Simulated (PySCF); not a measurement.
Compound: C₄H₉B.
InChI=1S/C4H9B/c1-3-4(2)5/h3H,5H2,1-2H3/b4-3-

The closed-shell ground state was solved at several levels (PySCF, density fitting, gas phase, non-relativistic). Isolated species at its PBE0-D3(BJ)/def2-SVP geometry, gas phase.

```tsv
level	basis functions	total energy (Eh)	HOMO (eV)	LUMO (eV)	gap (eV)	dipole (D)
KT2/pcSseg-1	130	-185.9070	-6.40	-2.77	3.63	1.62
CAM-B3LYP/pcSseg-1	130	-182.5153	-8.65	-0.73	7.92	1.48
LDA/pcSseg-1	130	-180.8371	-6.54	-3.04	3.50	1.70
mPW1PW91/pcSseg-1	130	-182.5867	-7.43	-1.84	5.59	1.54
BLYP/pcSseg-1	130	-182.5247	-6.22	-2.62	3.60	1.62
PBE0/IGLO-III	265	-182.4854	-7.38	-1.87	5.51	1.52
PBE0/pcSseg-0	63	-182.0162	-7.50	-1.83	5.67	1.62
PBE0/pcSseg-1	130	-182.3924	-7.41	-1.85	5.56	1.55
```

(1) What might PBE0/def2-TZVP (209 basis functions) give for the same quantities?

(2) Over all these levels, which gives the widest orbital gap and which the narrowest?

(3) How much does the basis alone move the frontier levels among the 4 PBE0 rows (the withheld one included)?

(4) How far do the dipole and the HOMO energy spread over the levels?

Answers

(1) Total energy -182.4786 Eh, HOMO -7.38 eV, LUMO -1.85 eV, gap 5.53 eV, dipole 1.54 D.

(2) CAM-B3LYP/pcSseg-1 (range-separated hybrid) has the widest, 7.92 eV, and LDA/pcSseg-1 (LDA) the narrowest, 3.50 eV. The two share the basis. From the narrowest to the widest the HOMO moves by -2.11 eV and the LUMO by +2.31 eV.

(3) The HOMO by 0.12 eV and the LUMO by 0.04 eV. By rising basis size (HOMO, LUMO in eV): pcSseg-0 -7.50, -1.83; pcSseg-1 -7.41, -1.85; def2-TZVP -7.38, -1.85; IGLO-III -7.38, -1.87.

(4) The dipole runs from 1.48 to 1.70 D (mean 1.58 D) and the HOMO from -8.65 to -6.22 eV.
